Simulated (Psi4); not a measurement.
chlorine atom (Cl), doublet; BHHLYP/def2-TZVP in Psi4.

Here is a job for Psi4.
```
memory 2 GB

molecule {
0 2
Cl    0.00000000    0.00000000    0.00000000
}

set {
  basis def2-tzvp
  reference uks
  scf_type pk
  puream true
  d_convergence 1e-8
  dft_radial_points 99
  dft_spherical_points 590
}

energy('bhhlyp')
print_variables()
```

Problem. Predict the main parts of the log of this Psi4 run.

Solution. 
```
   => Loading Basis Set <=

    Name: DEF2-TZVP
    Role: ORBITAL
    Keyword: BASIS

         ---------------------------------------------------------
                                   SCF
               by Justin Turney, Rob Parrish, Andy Simmonett
                          and Daniel G. A. Smith
                              UKS Reference
         ---------------------------------------------------------

  ==> Geometry <==

    Molecular point group: d2h
    Geometry (in Angstrom), charge = 0, multiplicity = 2:

       Center              X                  Y                   Z               Mass
    ------------   -----------------  -----------------  -----------------  -----------------
         CL           0.000000000000     0.000000000000     0.000000000000    34.968852682000

  Running in d2h symmetry.

  Rotational constants: A = ************  B = ************  C = ************ [cm^-1]
  Rotational constants: A = ************  B = ************  C = ************ [MHz]
  Nuclear repulsion =    0.000000000000000

  Charge       = 0
  Multiplicity = 2
  Electrons    = 17
  Nalpha       = 9
  Nbeta        = 8

  ==> Algorithm <==

  SCF Algorithm Type is PK.
  DIIS enabled.
  MOM disabled.
  Fractional occupation disabled.
  Guess Type is CORE.
  Energy threshold   = 1.00e-06
  Density threshold  = 1.00e-08
  Integral threshold = 1.00e-12

  ==> Primary Basis <==

  Basis Set: DEF2-TZVP
    Blend: DEF2-TZVP
    Number of shells: 13
    Number of basis functions: 37
    Number of Cartesian functions: 42
    Spherical Harmonics?: true
    Max angular momentum: 3

  ==> DFT Potential <==

   => LibXC <=

    Version 7.1.2
    S. Lehtola, C. Steigemann, M. J. T. Oliveira, and M. A. L. Marques,  SoftwareX 7, 1–5 (2018) (10.1016/j.softx.2017.11.002)

   => Composite Functional: BHANDHLYP <=

    BHandHLYP Hyb-GGA Exchange-Correlation Functional

    A. D. Becke,  J. Chem. Phys. 98, 1372 (1993) (10.1063/1.464304)
    Defined through Gaussian implementation.

    Deriv               =              1
    GGA                 =           TRUE
    Meta                =          FALSE

    Exchange Hybrid     =           TRUE
    MP2 Hybrid          =          FALSE

   => Exchange Functionals <=

    0.5000         Becke 88

   => Exact (HF) Exchange <=

    0.5000               HF

   => Correlation Functionals <=

    1.0000   Lee, Yang & Parr

   => LibXC Density Thresholds  <==

    XC_HYB_GGA_XC_BHANDHLYP:  1.00E-15

   => Molecular Quadrature <=

    Radial Scheme          =       TREUTLER
    Pruning Scheme         =           NONE
    Nuclear Scheme         =       TREUTLER

    Blocking Scheme        =         OCTREE
    BS radius alpha        =              1
    Pruning alpha          =              1
    Radial Points          =             99
    Spherical Points       =            590
    Total Points           =          51920
    Total Blocks           =            477
    Max Points             =            253
    Max Functions          =             37
    Weights Tolerance      =       1.00E-15

  ==> Integral Setup <==

  Using in-core PK algorithm.
   Calculation information:
      Number of atoms:                   1
      Number of AO shells:              13
      Number of primitives:             27
      Number of atomic orbitals:        42
      Number of basis functions:        37

      Integral cutoff                 1.00e-12
      Number of threads:                 1

  Performing in-core PK
  Using 494912 doubles for integral storage.
  We computed 4186 shell quartets total.
  Whereas there are 4186 unique shell quartets.

  ==> DiskJK: Disk-Based J/K Matrices <==

    J tasked:                  Yes
    K tasked:                  Yes
    wK tasked:                  No
    Schwarz Cutoff:          1E-12

  Minimum eigenvalue in the overlap matrix is 4.6528477748E-02.
  Reciprocal condition number of the overlap matrix is 1.7671888389E-02.
    Using symmetric orthogonalization.

[...]
    SOCC [     0,    0,    0,    0,    0,    1,    0,    0 ]
    NA   [     3,    0,    0,    0,    0,    2,    2,    2 ]
    NB   [     3,    0,    0,    0,    0,    1,    2,    2 ]

   @UKS iter   1:  -418.61775819649347   -4.18618e+02   1.15084e+00 ADIIS
   @UKS iter   2:  -447.87147219768951   -2.92537e+01   6.63247e-01 ADIIS
   @UKS iter   3:  -457.24078783703180   -9.36932e+00   3.01711e-01 ADIIS
   @UKS iter   4:  -459.19358879786034   -1.95280e+00   1.37167e-01 ADIIS
   @UKS iter   5:  -459.99890241461873   -8.05314e-01   5.56378e-02 DIIS/ADIIS
   @UKS iter   6:  -460.14279169631175   -1.43889e-01   1.60846e-02 DIIS/ADIIS
   @UKS iter   7:  -460.15603106407934   -1.32394e-02   1.16421e-03 DIIS/ADIIS
   @UKS iter   8:  -460.15609118710239   -6.01230e-05   3.72635e-05 DIIS
   @UKS iter   9:  -460.15609137383956   -1.86737e-07   3.77626e-06 DIIS
   @UKS iter  10:  -460.15609137712227   -3.28271e-09   4.35549e-07 DIIS
   @UKS iter  11:  -460.15609137718121   -5.89466e-11   5.94680e-08 DIIS
   @UKS iter  12:  -460.15609137718207   -8.52651e-13   5.51723e-09 DIIS
  Energy and wave function converged.

  ==> Post-Iterations <==

   Electrons on quadrature grid:
      Nalpha   =    8.9999999996 ; deviation = -3.554e-10
      Nbeta    =    7.9999999996 ; deviation = -3.554e-10
      Ntotal   =   16.9999999993 ; deviation = -7.108e-10

   @Spin Contamination Metric:   4.560153518E-03
   @S^2 Expected:                7.500000000E-01
   @S^2 Observed:                7.545601535E-01
   @S   Expected:                5.000000000E-01
   @S   Observed:                5.000000000E-01

    Orbital Energies [Eh]
    ---------------------

    Alpha Occupied:

[...]
    Alpha Virtual:

[...]
       9Ag    23.810836

    Beta Occupied:

[...]
    Beta Virtual:

[...]
    Final Occupation by Irrep:
             Ag   B1g   B2g   B3g    Au   B1u   B2u   B3u
    DOCC [     3,    0,    0,    0,    0,    1,    2,    2 ]
    SOCC [     0,    0,    0,    0,    0,    1,    0,    0 ]
    NA   [     3,    0,    0,    0,    0,    2,    2,    2 ]
    NB   [     3,    0,    0,    0,    0,    1,    2,    2 ]

  @UKS Final Energy:  -460.15609137718207

   => Energetics <=

    Nuclear Repulsion Energy =              0.0000000000000000
    One-Electron Energy =                -635.0650632979584316
    Two-Electron Energy =                 189.3601440045765116
    DFT Exchange-Correlation Energy =     -14.4511720838001256
    Empirical Dispersion Energy =           0.0000000000000000
    VV10 Nonlocal Energy =                  0.0000000000000000
    Total Energy =                       -460.1560913771820651

  UHF NO Occupations:
  HONO-2 :    2B2u 1.9998516
  HONO-1 :    3 Ag 1.9980169
  HONO-0 :    2B1u 1.0000000
  LUNO+0 :    4 Ag 0.0019831
  LUNO+1 :    3B3u 0.0001484
  LUNO+2 :    3B2u 0.0001484
  LUNO+3 :    3B1u 0.0000019

Computation Completed

Properties will be evaluated at   0.000000,   0.000000,   0.000000 [a0]

Properties computed using the SCF density matrix

 Multipole Moments:

 ------------------------------------------------------------------------------------
     Multipole            Electronic (a.u.)      Nuclear  (a.u.)        Total (a.u.)
 ------------------------------------------------------------------------------------

 L = 1.  Multiply by 2.5417464519 to convert [e a0] to [Debye]
 Dipole X            :          0.0000000            0.0000000            0.0000000
 Dipole Y            :          0.0000000            0.0000000            0.0000000
 Dipole Z            :          0.0000000            0.0000000            0.0000000
 Magnitude           :                                                    0.0000000

 ------------------------------------------------------------------------------------

  Variable Map:
  ----------------------------------------------------------------------------
[...]
  Array Variable Map:
  ----------------------------------------------------------------------------
[...]
[...]
```
